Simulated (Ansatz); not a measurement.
**GeH2Cl (SMILES [Cl][GeH2]): methods side by side**

GeH2Cl: 4 atoms, total charge 0, spin state doublet. As SMILES, `[Cl][GeH2]`. The shape is that of a PBE0-D4/def2-TZVP optimisation.

```xyz
4

Cl   -1.5629    0.3052    0.9935
Ge    0.1067   -0.4511   -0.1416
H     0.0727    0.2596   -1.5142
H     1.3834   -0.1137    0.6623
```

Each level gives the energy change with the Ge2–H3 bond stretched from 1.546 to 3.865 Å (eV). The values are calculated.

```json
{"level": "UHF/STO-3G", "kind": "Hartree–Fock", "program": "Ansatz", "value (eV)": "3.52", "less FCI/STO-3G": "-0.01", "CPU time (all runs)": "1 s"}
{"level": "UPBE/STO-3G", "kind": "GGA", "program": "Ansatz", "value (eV)": "4.11", "less FCI/STO-3G": "+0.58", "CPU time (all runs)": "7.2 s"}
{"level": "U-r2SCAN0/STO-3G", "kind": "hybrid meta-GGA", "program": "Ansatz", "value (eV)": "4.16", "less FCI/STO-3G": "+0.63", "CPU time (all runs)": "16 s"}
{"level": "UB3LYP/STO-3G", "kind": "global hybrid", "program": "Ansatz", "value (eV)": "4.05", "less FCI/STO-3G": "+0.52", "CPU time (all runs)": "6.2 s"}
{"level": "UHSE06/STO-3G", "kind": "range-separated hybrid", "program": "Ansatz", "value (eV)": "4.05", "less FCI/STO-3G": "+0.52", "CPU time (all runs)": "7.2 s"}
{"level": "RPA@PBE/STO-3G", "kind": "RPA", "program": "Ansatz", "value (eV)": "3.32", "less FCI/STO-3G": "-0.21", "CPU time (all runs)": "16 s"}
{"level": "UCCSDT(Q)/STO-3G", "kind": "coupled cluster or CI", "program": "Ansatz", "value (eV)": "3.54", "less FCI/STO-3G": "+0.01", "CPU time (all runs)": "5.7 s"}
{"level": "UCCSDT/STO-3G", "kind": "coupled cluster or CI", "program": "Ansatz", "value (eV)": "3.54", "less FCI/STO-3G": "+0.01", "CPU time (all runs)": "3.8 s"}
{"level": "FCI/STO-3G", "kind": "exact in the basis", "program": "Ansatz", "value (eV)": "3.53", "less FCI/STO-3G": "0.00", "CPU time (all runs)": "7 s"}
```

FCI/STO-3G is exact within its basis and frozen core, so for wave-function methods in that basis the difference is their error; functionals converge differently with the basis, so for them it is only a difference. All-electron rows without a relativistic Hamiltonian named are non-relativistic. The first shape isn't each level's own minimum. The values span 3.32 to 4.16 eV. Spin contamination of the reference (⟨S²⟩ at least 0.1 too high) touches UHF/STO-3G, UCCSDT(Q)/STO-3G, UCCSDT/STO-3G. All rows use very small basis sets, so even the best lies far from the true value. In the correlated wave-function rows the outer d shell of Ge is correlated, in sets not made for it. Times are those of the runs behind each value, whatever else they computed, on shared processors of several kinds: orders of magnitude only.
